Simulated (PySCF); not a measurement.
# How methods differ on the excitation energy of Sb+

Sb+ [Kr] 4d10 5s2 5p2 (3P) → Sb+ [Kr] 4d10 5s1 5p3 (5S), as a difference of total energies. All numbers are calculated (PySCF 2.14, the non-relativistic Hamiltonian (point nucleus), in dyall-av2z). Correlated levels: valence: [Kr] 4d10 frozen; virtual orbitals above 40 to 60 times the deepest correlated orbital energy dropped. The calculations carry no spin-orbit coupling.

```csv
method,excitation energy (eV)
UHF,3.175
LDA,5.653
PBE,5.403
PBE0,4.988
r2SCAN,4.633
TPSSh,5.055
B3LYP,5.547
r2SCAN0,4.483
MP2 (valence),3.897
SCS-MP2 (valence),4.205
```

**Question.** How much does correlation contribute at MP2 (valence)?

**Answer.** 3.897 − (3.175) = 0.722 eV, measured against UHF.

These non-relativistic numbers lack the scalar-relativistic shift.

For comparison: 5.897 eV (measured; NIST levels, between the centres of gravity of the two terms).
